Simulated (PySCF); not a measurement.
SiH2Br2, SMILES Br[SiH2]Br. Atoms are numbered in the order given.

```xyz
5

Si     0.0000     0.0000     1.0028
Br     1.8310     0.0000    -0.2528
Br    -1.8310     0.0000    -0.2528
H      0.0000    -1.2322     1.8293
H      0.0000     1.2322     1.8293
```

Geometry: r2SCAN-D4/def2-SVP.

Level of theory: ωB97X/def2-TZVPD run with PySCF.

Symmetry labels are those of the subgroup C2v that the program uses (full group C2v).

Q: List the valence orbital energies around the gap with their symmetry. (Estimate from the structure and the level; the computed values follow.)

A: 
```tsv
orbital	symmetry	energy (eV)
HOMO−7	A1	-18.16
HOMO−6	B2	-13.90
HOMO−5	A1	-13.49
HOMO−4	B1	-13.28
HOMO−3	A1	-11.45
HOMO−2	A2	-11.31
HOMO−1	B2	-10.98
HOMO	B1	-10.97
LUMO	A1	1.06
LUMO+1	B1	1.38
LUMO+2	A1	1.57
LUMO+3	B2	2.09
```
